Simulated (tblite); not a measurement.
CHOS (SMILES O=C=[SH+]), charge +1, singlet, geometry from GFN2-xTB; IPEA1-xTB run with tblite.

Input for tblite:
```
$ tblite run mol.xyz --method ipea1 --charge 1 --spin 0 --json tblite.json --no-restart

# file mol.xyz
4

O     -0.34180530     0.10102109    -1.68704513
C     -0.13121664     0.04098022    -0.58326032
S      0.27585043    -0.09473859     0.97470948
H     -0.89186473     0.46176743     1.40057134
```

The log (banner, timings and long lists left out):

```
xTB calculator
 | screened Coulomb repulsion
 | Coulomb electrostatics
 |  * isotropic Klopman-Ohno-Mataga-Nishimoto electrostatics
 |  * onsite third-order electrostatics
 | DFT-D3(BJ) dispersion correction

halogen bonding energy    0.0000000000000E+00 Eh
repulsion energy          1.3892270375482E-01 Eh
dispersion energy        -8.4772467971642E-04 Eh
number of electrons       1.6000000000000E+01 e
integral cutoff           4.0000000000000E+01 bohr

------------------------------------------------------------
  cycle        total energy    energy error   density error
------------------------------------------------------------
      1     -10.83133440247  -1.0969409E+01   3.3282249E-01
      2     -10.82794313613   3.3912663E-03   2.7641839E-01
      3     -10.87653454777  -4.8591412E-02   1.4590423E-01
      4     -10.89183900179  -1.5304454E-02   3.4644967E-02
      5     -10.89348311286  -1.6441111E-03   6.4296566E-03
      6     -10.89355169223  -6.8579370E-05   9.9034842E-04
      7     -10.89355320821  -1.5159811E-06   3.8735850E-04
      8     -10.89355340067  -1.9246447E-07   3.8991119E-06
------------------------------------------------------------

electronic energy        -1.1031628379749E+01 Eh
total energy             -1.0893553400674E+01 Eh

Post processing:
 | Mayer-Wiberg bond orders

[Info] JSON dump of results written to 'tblite.json'
```
